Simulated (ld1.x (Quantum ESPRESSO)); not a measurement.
## What one change does to a pseudopotential (Ag, RRKJ)

- Element: silver
- Generator: ld1.x (Quantum ESPRESSO) 7.5
- Type: norm-conserving RRKJ (Kleinman–Bylander form)
- Functional: revPBE
- Relativity: scalar-relativistic
- Frozen core: [Ar] 3d10
- Valence charge: 19
- Reference configuration: 4s2 4p6 4d9 5s0 5p0 (charge +2)
- Partial waves: 4s (bound): rc 1.55 bohr; 4d (bound): rc 1.65 bohr; 4p (bound): rc 1.20 bohr
- Local potential: the p channel
- Core correction: none

Change: wave 4d (bound): rc 1.65 bohr becomes 4d (bound): rc 1.10 bohr.

Cutoffs: the cutoffs (Ry, on a coarse ladder) from which the occupation-weighted sum of valence levels, in a spherical-Bessel basis at the reference potential, stays within 10 and 1 mRy of its value at 400 Ry; they do not see the model core or the augmentation charge, which bear on the density cutoff. Errors are all-electron minus pseudo energies relative to the spin-unpolarised reference configuration.

Task: What does the change do?

Result: The potential gets harder (110 Ry and 160 Ry → 140 Ry and 200 Ry); of the 7 tests that both files solve, the error grows in 1 and shrinks in 1 by more than 15 % and 0.3 meV (median size 836.0 → 839.5 meV); neither file shows a bound ghost. A smaller radius makes the pseudo-wave follow the all-electron one further in, where it bends more sharply, so more plane waves are needed.

| quantity | base | changed |
| --- | --- | --- |
| cutoff, loose | 110 Ry | 140 Ry |
| cutoff, tight | 160 Ry | 200 Ry |
| loose cutoff by channel (10 mRy a level) | s 35 Ry, d 50 Ry, p 70 Ry | s 35 Ry, d 60 Ry, p 70 Ry |
| bound ghosts | none | none |
| error for 4s2 4p6 4d10 5s1 5p0, meV [ΔE -29.64 eV] | +836 | +840 |
| error for 4s2 4p6 4d10 5s0 5p0, meV [ΔE -22.02 eV] | +2.4 | +3.7 |
| error for 4s2 4p6 4d8 5s0 5p0, meV [ΔE 36.11 eV] | +2.2 | +1.4 |
| error for 4s2 4p6 4d9 5s1 5p1, meV [ΔE -21.04 eV] | +1206 | +1208 |
| error for 4s2 4p6 4d9 5s2 5p0, meV [ΔE -25.51 eV] | +2110 | +2114 |
| error for 4s1 4p6 4d10 5s1 5p0, meV [ΔE 72.35 eV] | +1248 | +1302 |
| error for 4s2 4p6 4d10 5s0 5p1, meV [ΔE -25.82 eV] | +23 | +25 |
